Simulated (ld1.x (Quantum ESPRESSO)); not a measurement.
# PBE ultrasoft dataset for Zn (Z = 30), scalar-relativistic all-electron reference.

* Element: zinc (Zn)
* Generator: ld1.x (Quantum ESPRESSO) 7.5
* Type: ultrasoft
* Functional: PBE
* Relativity: scalar-relativistic
* Frozen core: [Ne] 3s2
* Valence charge: 18
* Reference configuration: 3p6 3d10 4s2 4p0
* Partial waves: 4s (bound): rcut 1.90, rcutus 2.35 bohr; 4s channel at -0.1 Ry: rcut 1.90, rcutus 2.35 bohr; 3p (bound): rcut 1.00, rcutus 1.25 bohr; 4p (bound, empty): rcut 1.00, rcutus 1.25 bohr; 3d (bound): rcut 1.15, rcutus 1.40 bohr; 3d channel at 0.7 Ry: rcut 1.15, rcutus 1.40 bohr
* Local potential: all-electron potential smoothed inside 1.45 bohr (lloc = -1)
* Core correction: a·sin(br)/r model core inside 1.05 bohr
* Augmentation charge: built from norm-conserving waves at rcut, not smoothed further

Problem. Does the generator finish with these settings?

Solution. Yes, a potential is produced.

Problem. Is the overlap operator S = 1 + Σ q|β⟩⟨β| positive definite (Bessel basis up to 400 Ry)?

Solution. Yes: its lowest eigenvalue is 0.17 (p channel).

Test run stopped at test 1 of 7 (negative rho).

A Bessel basis up to 400 Ry misses an occupied level by 0.96 Ry, so cutoffs and ghosts were not judged.
